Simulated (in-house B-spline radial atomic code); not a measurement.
**Ionising Ba XVII (Ba16+) with different functionals**

Computed with a radial B-spline atomic code at the basis-set limit: scalar-relativistic (spin-free X2C) Hamiltonian, Fermi nucleus of rms radius 4.8378 fm, spin-polarised at highest spin, spherical fractional occupations for the functionals. The ionisation energy is the difference of two self-consistent energies, [Kr] 4d4 → [Kr] 4d3, without Breit or QED terms; ε is the level of the shell that loses the electron (its least bound occupied spin orbital). There is no spin-orbit coupling in this Hamiltonian.

Hybrids are left out here: with spherical fractional occupations of an open shell their exact exchange keeps a self-interaction that integer-occupation calculations don't have.

```tsv
method	rung	ΔSCF (eV)	-ε(4d) (eV)
OLYP	GGA	?	?
RPBE	GGA	?	?
PW91	GGA	424.15	408.57
SCAN	meta-GGA	424.77	409.41
```

(1) What does OLYP give?

(2) What does RPBE give?

(3) How do they compare with the NIST value?

## Answers

(1) ΔSCF 425.36 eV, and -ε(4d) = 409.76 eV.

(2) ΔSCF 424.04 eV, and -ε(4d) = 408.47 eV.

(3) NIST lists 422 eV ± 3 (tabulated theory, ground level to ground level). Errors run from +2.04 to +3.36 eV; all lie within about twice that uncertainty, so the table can't rank the methods.
